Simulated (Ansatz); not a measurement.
Relaxation of BCl$_{2}$H$_{4}$N (8 atoms, charge 0, multiplicity 1), to a largest force component of 0.03 eV/Å in at most 50 steps.

Theory: RKS PBE/6-31G* (Ansatz).

```xyz
8
Properties=species:S:1:pos:R:3
B 0.141 -0.541 -0.492
N 0.022 -0.047 2.192
H -0.824 0.150 2.733
H 0.805 0.442 2.634
Cl 1.583 0.369 -0.917
H -0.949 -0.114 -0.724
Cl 0.301 -2.301 -0.013
H 0.208 -1.069 2.249
```

Task: Where does it end, and by what steps?

Result: It converged. The force dipped under the threshold on the way, but the program's further checks kept it going. After 15 steps the energy has fallen by 1.111 eV; H4 moved furthest, 0.89 Å. Joined: B1–N2 (2.73 → 1.64 Å).

```
step  energy less start (eV)  largest force component (eV/Å)  accepted
   0                  0.0000                           0.752       yes
   1                 -0.1502                           0.737       yes
   2                 -0.4650                           0.726       yes
   3                 -0.8726                           0.798       yes
   4                 -0.6743                           4.593        no
   5                 -0.9963                           0.322       yes
   6                 -1.0057                           0.474       yes
   7                 -1.0387                           0.116       yes
   8                 -1.0757                           0.117       yes
   9                 -1.0615                           1.010        no
  10                 -1.0949                           0.057       yes
  11                 -1.1069                           0.040       yes
  12                 -1.1017                           0.456        no
  13                 -1.1089                           0.024       yes
  14                 -1.1107                           0.094       yes
  15                 -1.1111                           0.012       yes
```

```xyz
8
Properties=species:S:1:pos:R:3
B 0.101 -0.452 0.160
N 0.093 -0.216 1.782
H -0.806 -0.508 2.191
H 0.261 0.775 2.010
Cl 1.784 0.116 -0.368
H -0.788 0.221 -0.302
Cl -0.199 -2.271 -0.030
H 0.841 -0.777 2.218
```

Whether the end is a true minimum wasn't checked by a vibrational analysis.

Time of the run: 40 s on 1 thread of Arm Neoverse V2, on a shared host, peak memory 0.12 GiB.
